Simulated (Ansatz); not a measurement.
Dissociation curve of SMILES [Br][Ge][Br] (Br2Ge). The Ge1–Br3 bond (Ge1 also carries Br; Br3 carries nothing else) is varied alone, starting from the PBE0/def2-TZVP optimised geometry. Each curve is given relative to its own lowest point near equilibrium.

```tsv
R / Å	A	B	C
1.90	2.522	2.364	2.548
2.08	0.698	0.640	0.744
2.21	0.163	0.144	0.193
2.26	0.066	0.056	0.086
2.34	0.000	0.000	0.001
2.43	0.024	0.030	0.000
2.49	0.083	0.090	0.041
2.67	0.385	0.390	0.288
2.86	0.808	0.802	0.654
3.12	1.423	1.391	1.193
3.41	2.432	1.993	1.750
3.88	3.094	2.771	2.450
4.33	3.287	3.299	2.806
4.89	3.366	3.728	3.035
5.67	3.381	4.060	3.184
6.74	3.387	4.272	3.257
```

Energies in eV.

### Question
Match the curves with the methods Ansatz (a first-principles code) with restricted PBE0/cc-pVDZ; unrestricted B3LYP/cc-pVDZ (Ansatz); MP2 on UHF/cc-pVDZ, cores with 3d frozen (Ansatz).

### Answer
A is UMP2; B is RKS-PBE0; C is UKS-B3LYP.

The restricted form behind RKS-PBE0 keeps the bonding electrons paired and can't separate into open-shell fragments. The unrestricted determinant behind UMP2 is spin-contaminated at 3.41 to 6.74 Å (<S²> up to 1.0, against 0.00 for a pure singlet). The unrestricted determinant behind UKS-B3LYP is spin-contaminated at 3.88 to 6.74 Å (<S²> up to 0.8, against 0.00 for a pure singlet).
